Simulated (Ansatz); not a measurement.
Reaction (formal hydrolysis of the Si–F bond): `F[SiH2][SiH2]F` + H₂O → `O[SiH2][SiH2]F` + H–F

Isolated molecules relaxed with PBE0-D4/def2-TZVP in Ansatz; ΔE leaves out vibrations. CCSD(T)/CBS is extrapolated from def2-TZVPP and def2-QZVPP, frozen cores. Functionals use def2-TZVPP. Each species was taken in one conformer, which may not be the lowest.

```csv
level,ΔE (kJ/mol)
ωB97X-V,41.3
CCSD(T)/def2-TZVPP,38.4
```

Question: What does CCSD(T)/CBS give? (Best estimate.)

Answer: Computed: +40.1 kJ/mol. The listed levels differ from it by 1.2, -1.7 kJ/mol.

Largest T1 diagnostic among the species: 0.012.

The D4 term adds −3.1 kJ/mol with B3LYP and −1.7 kJ/mol with PBE0; it sums over pairs of atoms, weighted by their polarisabilities, and B3LYP, whose exchange is more repulsive, gets the larger term. In def2-TZVPP, CCSD(T) changes the Hartree–Fock value by −7.4 kJ/mol (the triples alone add −1.1 kJ/mol) and MP2 by −9.1 kJ/mol.

B3LYP here is the variant with VWN-RPA as its local correlation; programs differ in this.
